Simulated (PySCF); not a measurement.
Calculation: B3LYP-D3(BJ)/def2-TZVP (PySCF). Isolated molecules, 0 K electronic values unless said otherwise. One relaxed conformer stands for a flexible species; it need not be the lowest. B3LYP has the VWN-RPA correlation part, as in Gaussian. Delta-SCF ions had no search for a lower state. Excitations are Tamm–Dancoff values on a coarser integration grid. The basis has no diffuse functions, so Rydberg states are missing or too high.

Reference species (SMILES): `[H]/B=C/O` (B–C–O–H torsion 0°) (neutral, multiplicity 1).

```json
{
 "T1 excitation (TDA)": "1.39 eV",
 "vertical ionisation energy (Delta-SCF)": "8.38 eV",
 "S1–T1 gap (TDA)": "0.48 eV",
 "HOMO": "-5.68 eV"
}
```

Changed species: `BC=O` (H–B–C–O torsion 86°).

**Question.** Predict the effect on the T1 excitation (TDA), vertical ionisation energy (Delta-SCF), S1–T1 gap (TDA) and HOMO.

**Answer.** the T1 excitation (TDA) increases by 1.84 eV, to 3.23 eV; the vertical ionisation energy (Delta-SCF) rises by 1.74 eV, to 10.12 eV; the S1–T1 gap (TDA) goes up by 0.18 eV, to 0.66 eV; the HOMO falls by 1.65 eV, to -7.33 eV.
